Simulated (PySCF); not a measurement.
C5H6F2, SMILES C(/C=C(\C)F)(=C)F.

Coordinates come from a r2SCAN-D4/def2-SVP optimisation. Other conformers were not sampled.

All values below come from PySCF 2.14.0 with TDA-M06-2X/def2-SVPD.

Vertical excitations. Gas-phase values at a fixed geometry. State labels are in the subgroup Cs.

| state | symmetry | energy (eV) | λ (nm) | f | main pairs |
|---|---|---|---|---|---|
| S1 | A' | 6.20 | 200 | 1.146 | HOMO→LUMO 94 % |
| S2 | A" | 6.29 | 197 | 0.003 | HOMO→LUMO+1 90 % |
| S3 | A" | 7.06 | 176 | 0.010 | HOMO→LUMO+2 80 % |
| S4 | A" | 7.47 | 166 | 0.015 | HOMO→LUMO+4 49 %, HOMO→LUMO+3 19 %, HOMO→LUMO+5 15 % |
| S5 | A' | 7.50 | 165 | 0.003 | HOMO−1→LUMO 48 %, HOMO→LUMO+6 47 % |
| S6 | A" | 7.65 | 162 | 0.008 | HOMO→LUMO+3 67 %, HOMO→LUMO+4 19 % |
| S7 | A" | 7.95 | 156 | 0.006 | HOMO→LUMO+5 62 %, HOMO→LUMO+4 12 % |
| S8 | A' | 8.24 | 150 | 0.006 | HOMO→LUMO+6 48 %, HOMO−1→LUMO 42 % |
| S9 | A" | 8.24 | 150 | 0.001 | HOMO−2→LUMO 80 % |
| S10 | A" | 8.43 | 147 | 0.006 | HOMO→LUMO+7 40 %, HOMO→LUMO+9 24 %, HOMO−3→LUMO 6 % |
| T1 | A' | 3.38 | 367 | 0 | HOMO→LUMO 95 % |
| T2 | A' | 5.32 | 233 | 0 | HOMO−1→LUMO 62 %, HOMO→LUMO+6 28 % |
| T3 | A" | 6.26 | 198 | 0 | HOMO→LUMO+1 88 % |
| T4 | A" | 7.01 | 177 | 0 | HOMO→LUMO+2 70 %, HOMO→LUMO+5 13 % |
Triplets are in the Tamm–Dancoff approximation.
